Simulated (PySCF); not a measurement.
A structure optimised at B3LYP-D3(BJ)/def2-SVP, used in a PySCF frequency run:

```
Si
O 1 1.6606
Si 2 1.6642 1 138.24
O 1 1.6670 2 107.98 3 -18.28
Si 4 1.6655 1 135.31 2 -93.63
N 1 1.7332 2 105.37 3 -136.32
H 6 1.0184 1 113.53 2 6.01
Si 6 1.7434 7 117.08 1 179.51
H 5 1.4873 4 108.02 1 175.17
H 3 1.4877 2 107.88 1 179.86
H 8 1.4899 6 106.78 7 176.86
H 3 1.4914 10 109.34 2 120.39
H 3 1.4917 10 109.33 12 119.22
H 5 1.4918 9 109.37 4 -120.27
H 5 1.4920 9 109.34 14 -118.99
H 8 1.4931 11 109.32 6 121.13
H 8 1.4944 11 108.91 16 117.12
C 1 1.8555 2 111.37 3 99.73
H 18 1.1009 1 110.70 2 55.82
H 18 1.1012 19 108.62 1 121.53
H 18 1.1015 19 108.33 20 116.91
```
Charge 0, spin multiplicity 1.

Problem. Write its SMILES and formula.

Solution. C[Si](N[SiH3])(O[SiH3])O[SiH3], CH13NO2Si4

Problem. What are its rotational constants (standard atomic weights)?

Solution. 1.1627, 0.67205, 0.53219 GHz
